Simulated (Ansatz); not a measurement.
Species: CH₄B, charge 0, multiplicity 2. It need not be the lowest isomer of its formula. 
Geometry from a B3LYP-D3(BJ)/def2-TZVP (Ansatz, a program for electronic structure) optimisation:
```xyz
6

B      0.8067     0.0823     0.0093
C     -0.7079    -0.0722    -0.0081
H      1.5076    -0.8176    -0.3399
H      1.3034     1.1043     0.3723
H     -1.2154    -0.8892    -0.5127
H     -1.3813     0.6243     0.4828
```
Charge 0, spin multiplicity 2.

Basis-set convergence of Hartree-Fock and CCSD correlation energies (hartree) with Ansatz. Correlated levels leave the core frozen unless marked. UHF or UKS for open shells. Spin-orbit coupling is left out. Non-relativistic.

```json
[
 {"basis": "def2-SVPD", "functions": "72", "E(HF)": "-64.77825", "E(corr, CCSD)": "-0.24592"},
 {"basis": "def2-TZVPPD", "functions": "142", "E(HF)": "-64.84936", "E(corr, CCSD)": "-0.28176"},
 {"basis": "def2-QZVPPD", "functions": "258", "E(HF)": "-64.85259", "E(corr, CCSD)": "-0.29388"}
]
```

Extrapolating the two largest sets (X = 3 and 4) as X^-3: E(corr) = (64·(-0.29388) - 27·(-0.28176))/37 = -0.3027 Eh, an estimate of the basis-set limit. The largest set recovers 97.1 % of it, the smallest 81.2 %.
